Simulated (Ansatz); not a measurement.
Mulliken charges of C2H5ClSn, SMILES `C=[CH][SnH2][Cl]` from r2SCAN/def2-TZVPP in Ansatz (PBE0-D4/def2-TZVP geometry).

| atom | x (Å) | y (Å) | z (Å) | charge (e) |
| --- | --- | --- | --- | --- |
| C1 | -0.114 | 1.594 | -0.549 | -0.125 |
| C2 | 0.432 | 0.389 | -0.658 | -0.321 |
| Sn3 | 0.037 | -1.136 | 0.749 | 0.852 |
| Cl4 | -1.026 | -2.877 | -0.399 | -0.412 |
| H5 | 0.089 | 2.382 | -1.271 | 0.088 |
| H6 | -0.791 | 1.857 | 0.260 | 0.076 |
| H7 | 1.098 | 0.173 | -1.490 | 0.073 |
| H8 | 1.431 | -1.849 | 1.418 | -0.115 |
| H9 | -1.067 | -0.581 | 1.923 | -0.115 |

**Question.** By hand: the dipole of these point charges (1 e Å = 4.8032 D).

**Answer.** Σ q r = (0.316, 0.536, 0.497) e Å, of length 0.796 e Å = 3.82 D.

**Question.** How does the dipole of the full density compare? (Estimate.)

**Answer.** Computed: (0.257, 0.547, 0.138) e Å, 2.98 D; the point charges give 1.28 times that, at 26° from its direction.

Point charges leave out the atoms' own dipoles, such as those of lone pairs, and Mulliken's split depends on the basis, so the two needn't agree.
